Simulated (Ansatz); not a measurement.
Total energies of the cluster Ti₄S₃⁺ (the lowest doublet isomer of a short search) from Ansatz at PBE-D4/def2-TZVP, gas phase (1 Eh = 27.2114 eV = 2625.5 kJ/mol). The reference geometry is relaxed at PBE-D4/def2-SVP.

```tsv
atom	x (Å)	y (Å)	z (Å)
Ti1	-0.7909	1.1558	-1.0250
Ti2	-1.0073	0.3922	1.3619
Ti3	0.2847	-1.3325	-0.4031
Ti4	1.2270	1.1332	0.4727
S5	-1.9771	-0.8013	-0.4323
S6	1.2902	0.2863	-1.7334
S7	0.9735	-0.8338	1.7591
```

```
           state                    geometry  energy (Eh)
charge 1 doublet                   reference  -4591.19785
charge 0 triplet                   reference  -4591.37975
charge 1 quartet  relaxed at PBE-D4/def2-SVP  -4591.18701
```

**Question.** Work out the vertical electron affinity, to the triplet.

**Answer.** E(charge 1 doublet) − E(charge 0 triplet) = -4591.19785 − (-4591.37975) = 0.18190 Eh = 4.95 eV.

**Question.** Which of the charge 1 states is lowest, and how far above it are the others?

**Answer.** The doublet. quartet: -4591.18701 − (-4591.19785) = 0.01084 Eh = 28.5 kJ/mol.

The structure comes from a short search, and lower isomers may exist.
